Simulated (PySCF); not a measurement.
H₂Al (SMILES [AlH2+]), charge +1, singlet, at a GFN2-xTB geometry (such geometries of metal compounds can be far from the true shape).

PySCF was given this input:
```python
from pyscf import gto, scf, dft, tdscf

mol = gto.Mole()
mol.atom = '''
    Al    0.000000    0.000000    0.000000
    H    -0.000000   -0.000000   -1.524596
    H     0.000000    0.000000    1.524596
'''
mol.basis = 'def2-tzvp'
mol.charge = 1
mol.spin = 0
mol.verbose = 4
mol.build()

mf = dft.RKS(mol)
mf.xc = 'm062x'
mf.kernel()
td = mf.TDDFT()
td.nstates = 5
td.kernel()
td.analyze()
```

Q: Give the HOMO energy at the level M062X/def2-TZVP, TDDFT (PySCF).

A: -17.44 eV

Q: Estimate the lowest excitation energy found that M062X/def2-TZVP, TDDFT returns for this input.

A: 6.21 eV

Q: Predict the number of basis functions from M062X/def2-TZVP, TDDFT.

A: 49

Q: Estimate the total energy that M062X/def2-TZVP, TDDFT returns for this input.

A: -243.274293 Ha

Q: Estimate the nuclear repulsion energy that M062X/def2-TZVP, TDDFT returns for this input.

A: 9.1980 Eh

Q: Estimate the excitation energies found that M062X/def2-TZVP, TDDFT returns for this input.

A: 6.21, 6.21, 9.07, 10.16, 10.16 eV
